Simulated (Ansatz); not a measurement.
Basis sets compared for In₁₀As₁₀H₂₈. Charge 0, multiplicity 1. Geometry r2SCAN-D4/def2-SVP. Ansatz on 11 threads of AMD EPYC 7R13 on a shared host and a whole NVIDIA H100 80GB HBM3; times are rough, and most runs start from earlier orbitals.

Cartesian coordinates in Å:
```
In 4.335 -2.180 -1.780
In 0.732 -2.846 4.418
In -1.199 1.932 3.730
In 2.555 1.705 -3.329
In -0.454 4.008 -0.319
In 1.082 0.077 0.471
In -0.386 -3.740 -0.914
In -2.918 -1.210 1.306
In -1.998 0.286 -2.470
In -4.522 2.800 0.371
As 2.020 -1.589 2.353
As 3.109 0.188 -1.252
As 1.995 -3.474 -2.243
As 0.415 2.369 1.563
As -1.762 -2.494 3.416
As -3.288 1.235 2.198
As 1.559 3.910 -2.163
As 0.200 0.660 -4.070
As -2.447 2.673 -1.404
As -0.991 -1.157 -0.530
H 5.152 -2.009 -3.290
H 4.942 -2.774 -0.278
H 1.120 -4.513 4.221
H 0.921 -1.796 5.764
H -1.440 3.445 4.521
H -0.551 0.470 4.409
H 3.689 1.997 -4.592
H -0.694 5.669 0.079
H 0.065 -4.314 0.660
H -1.468 -4.464 -2.045
H -4.270 -2.169 0.804
H -3.255 -0.329 -3.478
H -4.518 4.429 0.942
H -5.827 1.894 -0.301
H 3.284 -0.927 2.861
H 2.716 -2.639 1.514
H 4.123 1.045 -0.518
H 2.418 -4.884 -2.607
H 1.621 -3.077 -3.658
H 1.743 2.959 1.993
H -2.590 -2.033 4.596
H -2.347 -3.890 3.351
H -4.386 0.967 3.212
H 2.757 4.649 -1.606
H 1.255 4.902 -3.266
H -0.194 1.362 -5.352
H 0.539 -0.669 -4.711
H -2.841 3.548 -2.578
```

In the def2 sets In takes a core potential; there is no spin–orbit coupling. Single mean-field runs in def2-SVP, def2-TZVP are fitted with def2-universal-jkfit.

Binding counts from free atoms (In doublet, As quartet, H doublet) in the same basis, without a counterpoise term.

| level | functions | energy (Eh) | HOMO (eV) | LUMO (eV) | binding per atom (eV) | wall time |
| --- | --- | --- | --- | --- | --- | --- |
| PBE-D4/def2-SVP | 720 | -24271.2115 | -5.72 | -2.54 | 2.37 | 6 s |
| PBE0-D4/def2-SVP | 720 | -24271.9198 | -6.63 | -1.85 | 2.37 | 9 s |

Task: Estimate the rows for PBE-D4/def2-TZVP (with forces), PBE0-D4/def2-TZVP.

Result: 
| level | functions | energy (Eh) | HOMO (eV) | LUMO (eV) | binding per atom (eV) | wall time |
| --- | --- | --- | --- | --- | --- | --- |
| PBE-D4/def2-TZVP (with forces) | 1148 | -24274.0733 | -5.78 | -2.62 | 2.39 | 11 s |
| PBE0-D4/def2-TZVP | 1148 | -24274.7615 | -6.67 | -1.91 | 2.38 | 13 s |
